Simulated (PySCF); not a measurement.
# What a mistake does to a calculation on AlC2GeH9

Calculated results; nothing here was measured. They come from PySCF 2.14.0, an open-source quantum chemistry program, on an isolated molecule that a program drew, which may never have been made. The molecule is AlC2GeH9 (charge 0, singlet), drawn as the SMILES string `C[CH2][AlH][GeH3]`.

Each row is a Hartree-Fock (HF) and frozen-core CCSD(T) single point in the cc-pV(D+d)Z basis, meant for a local HF minimum. Run 1 is clean. Each other run has one planted mistake out of seven kinds, and not every kind appears here: one electron removed, one electron added, multiplicity raised by two, geometry at a saddle point, minimal basis STO-3G, one bond length entered in bohr, all coordinates scaled. The reference is restricted for singlets and unrestricted otherwise, and also for a bond in bohr. Adding or removing an electron swaps singlet and doublet. Electrons count all cores. HOMO and LUMO are orbital energies over both spins, the gradient is its largest component, and the lowest frequency (negative if imaginary) is given only where the gradient is small. Bond lengths are over the 12 bonds as drawn. T1 is the CCSD diagnostic: over 0.02 (restricted) or 0.045 (unrestricted) a single reference is doubtful. Germanium has the cc-pVDZ-PP basis, with a core potential (ECP10MDF) in place of its 10 inner electrons, and its 3s, 3p and 3d shells are frozen in CCSD(T).

Geometry of the clean run:
```xyz
13
AlC2GeH9, angstrom
C     0.8067    0.4721    0.3231
C     1.0531   -0.8128    1.1282
Al    0.0499   -2.4388    0.6299
Ge   -1.6096   -2.4588   -1.2598
H     1.4151    1.3049    0.6867
H     1.0447    0.3363   -0.7358
H    -0.2391    0.7876    0.3775
H     0.8536   -0.6296    2.1942
H     2.1209   -1.0744    1.0971
H     0.3124   -3.7689    1.4540
H    -2.6879   -1.3720   -1.0928
H    -0.9307   -2.1829   -2.6150
H    -2.3490   -3.7997   -1.4014
```

```
run  electrons  basis functions  <S^2>  HOMO (eV)  LUMO (eV)  gradient (hartree/bohr)  lowest frequency (cm^-1)  mean bond (Å)  longest bond (Å)      T1  HF (hartree)  CCSD(T) (hartree)                          mistake
  1         66              119  0.000      -9.61       1.06                  1.5e-05                        23         1.4760             2.515  0.0102    -616.26552         -616.80676                         no fault
  2         65              119  0.806     -14.90      -7.51                  5.3e-02                         -         1.4760             2.515  0.0187    -615.94989         -616.47320             one electron removed
  3         66              119  0.936      -7.65       0.45                  4.6e-02                         -         1.6224             3.731  0.0207    -616.17305         -616.68575  one bond length entered in bohr
  4         66              119  0.000      -9.69       1.22                  3.9e-02                         -         1.4095             2.402  0.0099    -616.24172         -616.77697           all coordinates scaled
  5         67              119  0.768      -0.06       7.11                  1.8e-02                         -         1.4760             2.515  0.0110    -616.24654         -616.80401                                ?
  6         66              119  2.009      -5.56      -1.99                  3.7e-02                         -         1.4760             2.515  0.0229    -616.12720         -616.66480                                ?
```

**Which mistake was planted in run 5, and what did it cost?**

It counts 67 electrons, one more than the clean run, at the same geometry and basis. So the mistake is: one electron added. Subtracting run 1 and multiplying by 627.51 kcal/mol a hartree, the energy moved by 11.9 kcal/mol in HF and 1.7 kcal/mol in CCSD(T).

**Which mistake was planted in run 6, and what did it cost?**

Electrons, basis and geometry are unchanged, and <S^2> is 2.009, beside S(S+1) = 2.00 for a multiplicity of 3. So the mistake is: multiplicity raised by two. Subtracting run 1 and multiplying by 627.51 kcal/mol a hartree, the energy moved by 86.8 kcal/mol in HF and 89.1 kcal/mol in CCSD(T).

Cautions from the logs. Run 5: the added electron raises the CCSD(T) energy, so it isn't bound in this basis.
